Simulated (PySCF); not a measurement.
H4O4Si (SMILES O[Si](O)(O)O), singlet, geometry from GFN2-xTB. Base run: PBE/6-31G in PySCF.

Here is a job for PySCF.
```python
from pyscf import gto, scf, dft

mol = gto.Mole()
mol.atom = '''
    O     0.716554    1.189827   -0.842970
    Si   -0.000000   -0.000000    0.000000
    O    -1.028142    0.716783    1.033867
    O    -0.687388   -0.991725   -1.087987
    O     0.998976   -0.914885    0.897089
    H     1.010098    1.964883   -0.373784
    H    -1.399381    0.195350    1.739066
    H    -1.158788   -0.605338   -1.819767
    H     1.548071   -1.554894    0.454486
'''
mol.basis = '6-31g'
mol.charge = 0
mol.spin = 0
mol.verbose = 4
mol.build()

mf = dft.RKS(mol)
mf.xc = 'pbe'
mf.kernel()
```

The base run was repeated with changes; each row names its change, and settings that it needs were set with it.

```tsv
change	ΔE vs base (mEh)	fitting functions
base	0.000	-
auxbasis = def2-universal-jfit	-0.223	291
auxbasis = cc-pvdz-jkfit	-0.060	484
auxbasis = even-tempered beta=1.6	(withheld)	(withheld)
auxbasis = def2-svp-ri	(withheld)	(withheld)
auxbasis = cc-pvqz-jkfit	-0.032	776
auxbasis = even-tempered beta=3.0	(withheld)	(withheld)
auxbasis = autoaux	-2.546	482
auxbasis = even-tempered beta=2.0	-2.657	463
auxbasis = default (with mf = mf.density_fit())	-0.060	484
```

Q: What belongs in the gaps?

A: 
- auxbasis = even-tempered beta=1.6, ΔE vs base (mEh): -2.380
- auxbasis = even-tempered beta=1.6, fitting functions: 675
- auxbasis = def2-svp-ri, ΔE vs base (mEh): -469.6
- auxbasis = def2-svp-ri, fitting functions: 310
- auxbasis = even-tempered beta=3.0, ΔE vs base (mEh): -4.195
- auxbasis = even-tempered beta=3.0, fitting functions: 306

A fitting set is made for a task (jfit for Coulomb, jkfit for Coulomb and exchange, ri for correlation) and for a family of orbital bases.
